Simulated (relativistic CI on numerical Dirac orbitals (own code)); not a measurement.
# Line list: Electric-dipole lines, Pm27+

Calculated at this level of theory: Dirac-Coulomb-Breit CI, KLI orbitals optimised for each configuration, a model potential for QED, unscaled Slater integrals (own radial code, finite nucleus).

CI space (outside the closed core [Ar] 3d10): 4s2 4p4, 4s 4p5, 4s2 4p3 4d, 4p6, 4s 4p4 4d, 4s2 4p3 4f, 4s 4p4 4f, 4p5 4d, 4s 4p3 4d2, 4s2 4p2 4d 4f, 4p5 4f, 4p4 4d2, 4p3 4d3, 4p3 4d2 4f. Double excitations out of closed p, d and f shells are left out; levels of such configurations are missing from the list, as are those of other unlisted configurations, and high levels can miss mixing partners.

```tsv
λ vac (nm)	Lower	Upper	A (s⁻¹)	gf	Branching (%)
7.4454	4s 4p5 3P°_2 [6]	4s 4p4 4d 3D_3 [98]	3.80e+11	2.21e+00	57.8
7.8900	4s2 4p4 1S_0 [2]	4s2 4p3 4d 1P°_1 [38]	4.60e+11	1.29e+00	60.0
7.9392	4s2 4p4 3P_1 [3]	4s2 4p3 4d 3D°_2 [45]	3.46e+11	1.63e+00	45.9
7.9607	4s2 4p4 3P_2 [1]	4s2 4p3 4d 3P°_1 [34]	4.37e+11	1.24e+00	66.7
8.0393	4s2 4p4 3P_2 [1]	4s2 4p3 4d 3D°_3 [32]	7.87e+11	5.34e+00	98.2
8.0858	4s2 4p4 1D_2 [4]	4s2 4p3 4d 1F°_3 [46]	8.86e+11	6.08e+00	100.0
8.1008	4s2 4p4 3P_2 [1]	4s2 4p3 4d 3P°_2 [31]	3.87e+11	1.90e+00	97.7
8.1289	4s2 4p4 1D_2 [4]	4s2 4p3 4d 3D°_2 [45]	4.08e+11	2.02e+00	54.1
8.1565	4s2 4p4 3P_1 [3]	4s2 4p3 4d 3P°_1 [43]	5.90e+11	1.77e+00	77.3
8.1573	4s2 4p4 3P_2 [1]	4s2 4p3 4d 3P°_2 [30]	3.28e+11	1.63e+00	91.5
8.2856	4s2 4p4 3P_2 [1]	4s2 4p3 4d 3S°_1 [28]	3.50e+11	1.08e+00	83.8
8.6570	4s2 4p3 4d 3F°_2 [8]	4s2 4p3 4f 3F_3 [81]	2.42e+11	1.90e+00	63.7
8.7046	4s2 4p3 4d 5D°_3 [10]	4s2 4p3 4f 5F_4 [82]	2.88e+11	2.94e+00	71.0
9.0393	4s2 4p3 4d 3F°_4 [12]	4s2 4p3 4f 3G_5 [83]	3.04e+11	4.10e+00	98.2
9.1195	4s2 4p3 4d 3G°_5 [27]	4s2 4p3 4f 3H_6 [116]	2.48e+11	4.02e+00	100.0
9.1437	4s2 4p4 3P_1 [3]	4s2 4p3 4d 1D°_2 [39]	4.20e+11	2.63e+00	57.4
9.2044	4s2 4p4 3P_0 [5]	4s2 4p3 4d 1P°_1 [50]	7.34e+11	2.80e+00	94.9
9.3963	4s2 4p4 1D_2 [4]	4s2 4p3 4d 1D°_2 [39]	2.48e+11	1.64e+00	33.9
9.8506	4s2 4p4 1D_2 [4]	4s2 4p3 4d 1F°_3 [37]	1.52e+11	1.55e+00	51.8
10.084	4s2 4p4 3P_2 [1]	4s2 4p3 4d 3G°_3 [14]	1.14e+11	1.21e+00	100.0
```

Terms are leading LS components. Brackets give the number of a level in order of energy, since labels repeat. The list gives strong lines, with weight on those to low levels, without lines whose two gauges differ by over a factor of 2.5, among the lowest 200 of 2773 levels, so that lines to higher ones, which can be the strongest, are missing. Levels whose partners in the same complex of configurations lie outside the list can be far off, and so can their lines. Rates are taken at the computed energies, electric ones in the length gauge.

At this charge energies of transitions that change n are usually good to better than 1 %, and those within a shell (Δn = 0) to a few per cent.

LS names give the leading component of a level, which can be under half, so a name can repeat, a term be missing and a line seem to break the LS rules.
